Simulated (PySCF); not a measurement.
# Indium: a sound run and one with changed settings

Sound run: In⁺ [Kr] 4d10 5s2, In²⁺ [Kr] 4d10 5s1. Calculation: PySCF 2.14, in cc-pVTZ-PP with ECP28MDF (5s4p3d1f, 39 functions); scalar relativity through the core potential. In the sound run the correlated levels freeze 4s2 4p6 4d10 outside the core potential. The sound run starts from symmetry-adapted Hartree-Fock orbitals and uses a fine grid where one is needed.

A second run was set up differently.

| species | method | sound run (hartree) | changed run (hartree) | converged |
| --- | --- | --- | --- | --- |
| In⁺ | UHF | -189.01875 | -189.01875 | yes |
| In⁺ | B3LYP | -189.97902 | -189.97902 | yes |
| In⁺ | LDA | -189.58587 | -189.58587 | yes |
| In⁺ | MP2 | -189.04201 | -189.02453 | yes |
| In⁺ | CCSD(T) | -189.05144 | -189.05144 | yes |
| In²⁺ | UHF | -188.39358 | -188.39358 | yes |
| In²⁺ | B3LYP | -189.27780 | -189.27780 | yes |
| In²⁺ | LDA | -188.86942 | -188.86942 | yes |

Ionisation energy of In⁺:

| method | sound run (eV) | changed run (eV) |
| --- | --- | --- |
| UHF | 17.012 | 17.012 |
| B3LYP | 19.081 | 19.081 |
| LDA | 19.496 | 19.496 |
| MP2 | 17.645 | 17.169 |
| SCS-MP2 | 17.771 | 17.200 |
| CCSD | 17.901 | 17.901 |
| CCSD(T) | 17.901 | 17.901 |
| CCSDT | 17.901 | 17.901 |
| FCI | 17.901 | 17.901 |

Problem. What was changed?
A. too few SCF iterations
B. angular grid far too coarse
C. level shift left on
D. radial grid too coarse

Solution. C. It used initial guess 1e, at most 50 SCF cycles, level shift 2.0 hartree. A level shift leaves the converged SCF energy unchanged but raises the virtual orbital energies, which shrinks MP2 if it is not removed.
